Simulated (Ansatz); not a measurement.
Isomers of CH₈AsBSi, relaxed with PBE0-D4/def2-TZVP in Ansatz; electronic energies, one conformer each and not always the lowest. Functionals use def2-TZVPP; CBS adds triple-zeta CCSD(T) − MP2 to the MP2 limit of def2-TZVPP and def2-QZVPP.

Outer-core shells of As are correlated without core-valence functions. Scalar relativity is left out up to krypton. Spin–orbit coupling is left out.

**Question.** Order them by energy at frozen-core CCSD(T)/CBS, lowest first. (Best estimate.)
A. `B[AsH]C[SiH3]`
B. `B[SiH2][AsH]C`
C. `B[As](C)[SiH3]`

**Answer.** C (0.0 kcal/mol), A (10.5 kcal/mol), B (14.7 kcal/mol).

**Question.** How do ωB97M-V, PBE-D4, B3LYP, r2SCAN-D4 place them (kcal/mol, against `B[As](C)[SiH3]`)? (Estimate.)

**Answer.** Computed: 
```csv
isomer,ωB97M-V,PBE-D4,B3LYP,r2SCAN-D4
`B[SiH2][AsH]C`,14.9,18.4,10.5,17.1
`B[AsH]C[SiH3]`,10.9,17.3,8.6,14.5
```

B3LYP here is the variant with VWN-RPA as its local correlation; programs differ in this.
